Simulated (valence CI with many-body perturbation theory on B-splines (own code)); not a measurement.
## How close is CI+MBPT for I⁺?

Level of theory: valence CI with perturbative core correlation (CI+MBPT): six valence electrons over a frozen Dirac-Fock core [Kr] 4d10, a basis of 9 s, 9 p, 8 d, 6 f, 3 g, 1 h functions for each j, with the one-electron correlation potential Σ1 (screened to all orders), the two-electron term Σ2, the three-electron term Σ3, Breit, model QED; selected single and double excitations, second order for the rest, scaled by the run's own slope (own B-spline code, finite nucleus).

Against 24 measured levels this calculation errs by 194 cm⁻¹ on average and by 469 at most. These come from a selection out of the NIST Handbook of Basic Atomic Spectroscopic Data. Levels without a partner in it may be off by more. Among the levels kept, up to 2900 cm⁻¹ of a level comes from second order outside the variational space, and about a tenth of that is noise between levels of different J, which matters for small intervals.

Measured levels: NIST Handbook of Basic Atomic Spectroscopic Data (Sansonetti and Martin, J. Phys. Chem. Ref. Data 34, 1559 (2005)). Pairs share parity and J, and are chosen by configuration, term and nearness in energy; levels without a clear partner are left out. Energies in cm⁻¹ above the measured ground level. The last column is blank where CI alone has no clear partner.

Names give the largest LS component (configuration and term), which can be under half, so a name can repeat, a term be missing and a line seem to break the LS rules; names also repeat where a configuration has a term twice. Letters in brackets count levels of one name in rising energy.

| Computed label | Label in the source | Measured | Computed | Difference | CI alone, difference |
| --- | --- | --- | --- | --- | --- |
| 5s2 5p4 3P_2 | 5p4 3P | 0 | 0.0 | 0 | 0 |
| 5s2 5p4 3P_0 | 5p4 3P | 6447.9 | 6418.1 | -30 | -321 |
| 5s2 5p4 3P_1 | 5p4 3P | 7087 | 7011.4 | -76 | -649 |
| 5s2 5p4 1D_2 | 5p4 1D | 13727.2 | 13726.6 | -1 | -372 |
| 5s2 5p4 1S_0 | 5p4 1S | 29501.3 | 29503.0 | +2 | -730 |
| 5s2 5p3 6s 5S°_2 | 5p3(4S) 6s 5S° | 81032.7 | 80928.6 | -104 |  |
| 5s 5p5 3P°_2 | 5s 5p5 3P° | 81907.8 | 81609.1 | -299 |  |
| 5s2 5p3 5d 5D°_1 [a] | 5s 5p5 3P° | 84222.2 | 84022.4 | -200 |  |
| 5s2 5p3 6s 3S°_1 | 5p3(4S) 6s 3S° | 84842.9 | 84834.5 | -8 |  |
| 5s2 5p3 5d 5D°_0 | 5p3(4S) 5d 5D° | 85384.1 | 84980.9 | -403 | -4064 |
| 5s2 5p3 5d 5D°_3 | 5p3(4S) 5d 5D° | 85728.0 | 85485.8 | -242 | -3675 |
| 5s2 5p3 5d 5D°_4 | 5p3(4S) 5d 5D° | 86036.3 | 85682.3 | -354 | -3834 |
| 5s2 5p3 5d 5D°_2 | 5p3(4S) 5d 5D° | 86164.9 | 85923.0 | -242 | -3763 |
| 5s2 5p3 5d 5D°_1 [b] | 5p3(4S) 5d 5D° | 87734.1 | 87462.1 | -272 | -4191 |
| 5s 5p5 3P°_0 | 5s 5p5 3P° | 90404.9 | 89936.3 | -469 | -5059 |
| 5s2 5p3 6s 3D°_2 | 5p3(2D°) 6s 3D° | 93691.4 | 93734.3 | +43 | -1975 |
| 5s2 5p3 5d 3D°_1 [b] | 5p3(2D°) 6s 3D° | 94825.3 | 94748.0 | -77 |  |
| 5s2 5p3 6s 3D°_3 | 5p3(2D°) 6s 3D° | 96650.6 | 96671.6 | +21 | -2228 |
| 5s2 5p3 6s 1D°_2 | 5p3(2D°) 6s 1D° | 97700.8 | 97727.5 | +27 | -2172 |
| 5s2 5p3 6p 5P_1 | 5p3(4S) 6p 5P | 99219.6 | 98890.9 | -329 | -2712 |
| 5s2 5p3 6p 5P_2 | 5p3(4S) 6p 5P | 99327.1 | 99044.4 | -283 | -2623 |
| 5s2 5p3 6p 5P_3 | 5p3(4S) 6p 5P | 100402.7 | 100039.7 | -363 | -2790 |
| 5s2 5p3 6p 3P_1 | 5p3(4S) 6p 3P | 101644.2 | 101363.0 | -281 | -2584 |
| 5s2 5p3 6p 3P_2 | 5p3(4S) 6p 3P | 102613.5 | 102400.3 | -213 | -2647 |
| 5s2 5p3 6p 3P_0 | 5p3(4S) 6p 3P | 103004.0 | 102695.4 | -309 | -2797 |

Over 24 excited levels the mean absolute difference is 194 cm⁻¹, the median 228 and the largest 469. For the 19 levels that pair on every rung the mean is CI alone 2589, + Σ1 1077, + Σ2 249, + Σ3 162, + Breit 213, + QED 208. The comparison draws on a selection of the measured levels: 25 of the 40 computed ones have a partner in it, and others may be off by more.
